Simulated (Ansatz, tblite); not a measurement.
Spin states of Sn₂₄AsH₃₄⁻, each relaxed with r2SCAN-D4/def2-SVP in Ansatz. Electronic energies in the gas phase.

In the def2 sets Sn takes a core potential; there is no spin–orbit coupling. The xTB rows come from tblite. Correlated methods freeze 105 core orbitals; core or outer-core shells of Sn, As are correlated, in sets that lack core-valence functions. The rows differ in basis, and correlated rows in double-zeta sets carry the largest basis error. Single mean-field runs in def2-TZVP are fitted with def2-universal-jkfit.

Singlet geometry:

```xyz
59

Sn   -4.1194   -0.6139   -2.8757
Sn   -1.4350   -4.2146   -1.2871
Sn    4.7881    0.0113   -2.5952
Sn    3.2439   -3.8887   -1.0816
As    0.4360   -0.8287   -2.3250
Sn   -0.4813    2.2695   -0.3658
Sn   -1.7320    0.0808    0.9600
Sn    2.1961    0.1912    1.1813
Sn   -4.8231    3.0238   -0.4096
Sn   -2.2008    3.6936    3.3623
Sn    0.7669   -3.7138    2.5810
Sn    0.3509    0.4191    5.3152
Sn   -1.5538   -0.6926   -4.0467
Sn    2.3019    0.1426   -3.9076
Sn   -2.5010    3.5854   -1.8685
Sn    0.9088   -3.4106   -2.5743
Sn   -4.3142    0.2726   -0.2019
Sn   -1.4085   -2.7261    1.0964
Sn    5.3072   -2.7448   -2.5990
Sn    4.6976    1.0012    0.0539
Sn    3.0238   -2.5479    1.3942
Sn   -0.0165    4.1521    1.6705
Sn   -1.8919    0.9190    3.6716
Sn    2.8195    0.6107    3.9517
Sn   -4.6385    4.2688    2.0959
H    -5.0719    0.4142   -3.8931
H    -4.8164   -2.1837   -3.0465
H    -1.4919   -5.8930   -0.8840
H    -2.8151   -3.9060   -2.2766
H     5.9210    0.7823   -3.6633
H     3.4369   -5.6090   -0.9648
H     0.8885    2.0452   -1.3840
H    -6.3046    3.4543   -1.1947
H    -2.1007    4.6043    4.8314
H     0.6110   -5.4379    2.5346
H     0.5316   -3.2673    4.2326
H     0.0536   -1.1249    6.0323
H     0.1538    1.5467    6.6178
H    -1.4909   -2.0074   -5.1703
H    -1.3374    0.7512   -4.9696
H     2.3119   -0.7059   -5.4172
H     1.8133    1.7592   -4.2723
H    -2.6948    2.9650   -3.4696
H    -2.1901    5.2768   -2.0483
H     1.0007   -3.8975   -4.2343
H    -5.5799   -0.6317    0.5564
H    -2.9015   -3.0705    1.9207
H     5.3414   -3.4014   -4.1992
H     6.8502   -3.1173   -1.9146
H     6.2206    0.4684    0.6984
H     4.9194    2.7111   -0.1486
H     4.4148   -3.0758    2.2950
H     1.4405    3.8557    2.5408
H     0.0870    5.7517    1.0354
H    -3.3398    0.2517    4.3523
H     3.3667    2.1925    4.4082
H     3.8522   -0.4589    4.8503
H    -4.8788    5.9744    1.9355
H    -5.9257    3.7233    3.1134
```

Triplet geometry:

Cartesian coordinates in Å:
```
Sn 1.859 4.700 0.851
Sn -2.350 3.126 2.625
Sn -3.157 -0.424 -4.130
Sn -4.953 0.487 -0.152
As -0.921 2.000 -1.216
Sn 1.638 -0.655 -1.719
Sn 0.827 -0.001 1.483
Sn -1.026 -2.053 -0.282
Sn 4.945 1.717 0.181
Sn 4.464 -2.727 1.002
Sn -3.115 -1.087 3.665
Sn 0.918 -4.377 3.140
Sn 0.005 4.470 -1.240
Sn -1.766 1.973 -3.705
Sn 3.584 1.361 -2.239
Sn -3.188 2.665 -0.016
Sn 2.700 2.188 1.808
Sn -1.046 0.806 3.542
Sn -5.604 -0.009 -2.832
Sn -1.937 -2.654 -2.925
Sn -3.577 -1.690 0.966
Sn 3.293 -2.951 -1.542
Sn 2.399 -2.022 2.783
Sn -0.567 -4.659 0.782
Sn 6.301 -0.614 0.931
H 3.216 5.579 0.229
H 1.176 5.713 2.070
H -3.714 3.585 3.585
H -1.307 4.505 2.618
H -3.419 -0.615 -5.834
H -6.374 0.909 0.748
H 0.766 -0.745 -3.239
H 6.024 3.073 0.148
H 5.292 -4.171 1.486
H -4.537 -0.501 4.457
H -2.638 -2.505 4.527
H -0.135 -4.272 4.504
H 1.941 -5.740 3.435
H -1.306 5.585 -1.086
H 0.722 4.759 -2.781
H -2.773 3.342 -4.035
H -0.373 2.129 -4.710
H 2.836 2.877 -2.618
H 4.628 1.015 -3.578
H -3.854 4.077 -0.769
H 3.168 2.448 3.463
H -0.445 1.162 5.137
H -6.484 1.314 -3.512
H -6.647 -1.380 -2.959
H -3.159 -3.890 -2.961
H -0.691 -3.220 -3.981
H -4.599 -3.085 0.803
H 2.436 -4.447 -1.627
H 4.539 -3.056 -2.740
H 3.120 -1.536 4.285
H 0.282 -5.710 -0.292
H -2.063 -5.461 1.127
H 7.619 -0.925 -0.146
H 7.026 -0.379 2.483
```

⟨S²⟩: triplet 2.01 at PBE0-D4/def2-TZVP (pure 2.00).

Only these spin states were relaxed. The triplet has other bonds than the singlet, so the gap mixes isomer and spin.

```tsv
level	triplet − singlet (kcal/mol)	lowest of these
GFN1-xTB	18.1	singlet
r2SCAN-D4/def2-TZVP	22.9	singlet
PBE0-D4/def2-TZVP	25.7	singlet
MP2/def2-SVP	26.3	singlet
```

(1) Estimate the rows for GFN2-xTB, HF/def2-SVP, PBE-D4/def2-TZVP, revPBE-D4/def2-TZVP.

Results:

(1) 
```
              level  triplet − singlet (kcal/mol)  lowest of these
           GFN2-xTB                          19.4          singlet
        HF/def2-SVP                          30.3          singlet
   PBE-D4/def2-TZVP                          22.4          singlet
revPBE-D4/def2-TZVP                          22.7          singlet
```

The xTB methods have no spin-polarisation term.
